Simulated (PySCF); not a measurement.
Job file and geometry (Å, from GFN2-xTB) of an NMR shielding run on `C[Si@@H]([SiH3])[SiH2][SiH2]O`, CH12OSi4, GIAO PBE0/pcSseg-1 NMR shielding, non-relativistic, gas phase (PySCF 2.14.0, density-fitted response routines); density fitting, a coarse starting grid and PySCF grid level 2 are the driver's defaults:

```
$ OMP_NUM_THREADS=1 python probes_run.py task.json out

{"job": {"kind": "nmr", "xc": "PBE0", "basis": "pcSseg-1"}, "charge": 0, "multiplicity": 1}
C     -1.024106     0.419538     1.646551
Si    -1.298035    -0.508132    -0.001068
Si    -1.897080     1.024296    -1.639031
Si     0.646964    -1.725407    -0.434936
Si     2.545749    -0.425921    -0.461037
O      1.845571     1.054732    -0.453712
H     -0.782708    -0.264151     2.455854
H     -1.903643     0.981875     1.946935
H     -0.200924     1.122276     1.553198
H     -2.444112    -1.411441     0.267088
H     -1.996505     0.383880    -2.955253
H     -3.187255     1.688967    -1.418674
H     -0.919859     2.106631    -1.782604
H      0.507605    -2.431574    -1.722912
H      0.849758    -2.838188     0.513776
H      3.449900    -0.513562     0.696263
H      3.436563    -0.512059    -1.627033
H      2.363357     1.854559    -0.481705
```

Problem. What does the program print?

Solution. 
```
coarse grid: 16112 points
cycle   1  E = -1277.7227034949  dE =  9.574e-02  |g| = 7.591e-01  |ddm| = 3.676e+00
cycle   2  E = -1277.5694662291  dE =  1.532e-01  |g| = 1.165e+00  |ddm| = 1.734e+00
cycle   3  E = -1277.8301060280  dE = -2.606e-01  |g| = 8.990e-02  |ddm| = 1.268e+00
cycle   4  E = -1277.8314970012  dE = -1.391e-03  |g| = 4.056e-02  |ddm| = 1.132e-01
cycle   5  E = -1277.8319019736  dE = -4.050e-04  |g| = 7.134e-03  |ddm| = 3.945e-02
cycle   6  E = -1277.8319163119  dE = -1.434e-05  |g| = 1.491e-03  |ddm| = 1.151e-02
cycle   7  E = -1277.8319170556  dE = -7.437e-07  |g| = 3.476e-04  |ddm| = 2.886e-03
final grid: 134584 points
cycle   8  E = -1277.8736290727  dE = -2.020e-05  |g| = 6.864e-03  |ddm| = 1.881e-02
cycle   9  E = -1277.8736211690  dE =  7.904e-06  |g| = 9.234e-03  |ddm| = 1.232e-02
cycle  10  E = -1277.8736384082  dE = -1.724e-05  |g| = 7.336e-04  |ddm| = 7.487e-03
cycle  11  E = -1277.8736384933  dE = -8.512e-08  |g| = 2.339e-04  |ddm| = 7.866e-04
cycle  12  E = -1277.8736385060  dE = -1.270e-08  |g| = 4.321e-05  |ddm| = 2.629e-04
cycle  13  E = -1277.8736385065  dE = -4.843e-10  |g| = 9.284e-06  |ddm| = 7.010e-05
converged SCF energy = -1277.8736385065

GIAO shielding tensors (ppm)
atom      isotropic    diamagn.    paramagn.     s11        s22        s33       span
  0 C      192.919     254.168     -61.250    189.401    191.530    197.824      8.423
  1 Si     428.590     881.039    -452.449    406.441    417.354    461.974     55.534
  2 Si     459.286     880.392    -421.106    439.237    455.265    483.356     44.119
  3 Si     470.464     881.946    -411.482    437.499    472.327    501.568     64.069
  4 Si     366.531     879.220    -512.689    292.088    346.549    460.957    168.868
  5 O      334.930     394.102     -59.172    271.067    337.204    396.520    125.453
  6 H       31.288      31.438      -0.151     26.340     28.771     38.753     12.413
  7 H       31.378      30.469       0.909     26.062     28.433     39.640     13.578
  8 H       31.182      33.028      -1.847     25.760     30.250     37.536     11.776
  9 H       27.413      29.617      -2.204     24.386     24.741     33.112      8.726
 10 H       28.217      29.177      -0.960     24.572     26.178     33.902      9.331
 11 H       28.133      29.001      -0.869     24.584     25.509     34.305      9.721
 12 H       28.161      29.697      -1.536     24.135     27.593     32.756      8.621
 13 H       28.259      29.893      -1.634     24.806     25.636     34.334      9.528
 14 H       28.270      29.887      -1.617     24.845     25.531     34.433      9.588
 15 H       26.104      28.420      -2.316     22.791     24.291     31.232      8.441
 16 H       26.039      27.852      -1.812     22.618     24.232     31.268      8.650
 17 H       31.434      31.613      -0.179     21.936     25.845     46.522     24.586
```

Problem. Turn these shieldings into chemical shifts. Chemical shifts δ = σref − σ; TMS for $^{13}$C (σ = 186.93 ppm), $^{29}$Si (σ = 349.16 ppm), $^{1}$H (σ = 31.72 ppm); $^{17}$O (σ = 336.08 ppm) vs H2O, all at this level.

Solution. Averaging equivalent atoms: C 0: -6.0; Si 4: -17.4; Si 1: -79.4; Si 2: -110.1; Si 3: -121.3; O 5: 1.1; H 16: 5.68; H 15: 5.61; H 9: 4.30; H 10/11/12: 3.55; H 13: 3.46; H 14: 3.45; H 6/7/8: 0.43; H 17: 0.28 ppm. Experimental scales use liquid or dissolved standards, which lie at an offset from isolated H2O (liquid H2O: subtract about 36 ppm).

Size and cost of the density-fitted run: 190 basis functions, 29 s wall time on 1 thread of an Arm Neoverse V1, shared host; peak memory 0.86 GiB.
